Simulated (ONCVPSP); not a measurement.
## Reading a pseudo-wave (Be)

Columns: radius, all-electron u(r) and pseudo u(r) of the 1s shell (level -105.45 eV) of beryllium in the configuration 1s2 2s2; PBEsol, scalar-relativistic, ONCV scheme, ONCVPSP 4.0.1.

```json
{"r (bohr)": "0.047", "all-electron": "0.5684", "pseudo": "0.3579"}
{"r (bohr)": "0.095", "all-electron": "0.9511", "pseudo": "0.6969"}
{"r (bohr)": "0.142", "all-electron": "1.1838", "pseudo": "0.9806"}
{"r (bohr)": "0.190", "all-electron": "1.3169", "pseudo": "1.2047"}
{"r (bohr)": "0.237", "all-electron": "1.3743", "pseudo": "1.3522"}
{"r (bohr)": "0.285", "all-electron": "1.3808", "pseudo": "1.4303"}
{"r (bohr)": "0.332", "all-electron": "1.3515", "pseudo": "1.4428"}
{"r (bohr)": "0.380", "all-electron": "1.2976", "pseudo": "1.4040"}
{"r (bohr)": "0.427", "all-electron": "1.2296", "pseudo": "1.3301"}
{"r (bohr)": "0.475", "all-electron": "1.1511", "pseudo": "1.2328"}
{"r (bohr)": "0.522", "all-electron": "1.0700", "pseudo": "1.1289"}
{"r (bohr)": "0.570", "all-electron": "0.9860", "pseudo": "1.0233"}
{"r (bohr)": "0.617", "all-electron": "0.9049", "pseudo": "0.9258"}
{"r (bohr)": "0.665", "all-electron": "0.8250", "pseudo": "0.8348"}
{"r (bohr)": "0.712", "all-electron": "0.7506", "pseudo": "0.7544"}
{"r (bohr)": "0.760", "all-electron": "0.6791", "pseudo": "0.6802"}
{"r (bohr)": "0.807", "all-electron": "0.6139", "pseudo": "0.6140"}
{"r (bohr)": "0.855", "all-electron": "0.5522", "pseudo": "0.5522"}
{"r (bohr)": "0.902", "all-electron": "0.4967", "pseudo": "0.4967"}
{"r (bohr)": "0.950", "all-electron": "0.4449", "pseudo": "0.4448"}
{"r (bohr)": "0.997", "all-electron": "0.3987", "pseudo": "0.3987"}
{"r (bohr)": "1.045", "all-electron": "0.3560", "pseudo": "0.3559"}
{"r (bohr)": "1.092", "all-electron": "0.3182", "pseudo": "0.3182"}
{"r (bohr)": "1.140", "all-electron": "0.2835", "pseudo": "0.2835"}
{"r (bohr)": "1.187", "all-electron": "0.2531", "pseudo": "0.2530"}
{"r (bohr)": "1.235", "all-electron": "0.2251", "pseudo": "0.2250"}
```

**Question.** How many radial nodes do the two functions have?

**Answer.** The all-electron 1s function has n − l − 1 = 0; the pseudo-wave has 0.

**Question.** At about which radius was the pseudo-wave matched?

**Answer.** 0.95 bohr. The columns agree to 0.0005 from 0.81 bohr on; several derivatives are matched, so the curves merge somewhat inside the radius.

**Question.** Is the pseudo-wave norm-conserving?

**Answer.** Yes: the ONCV scheme keeps the norm inside the radius equal to the all-electron one, which fixes the energy derivative of the logarithmic derivative at the level.
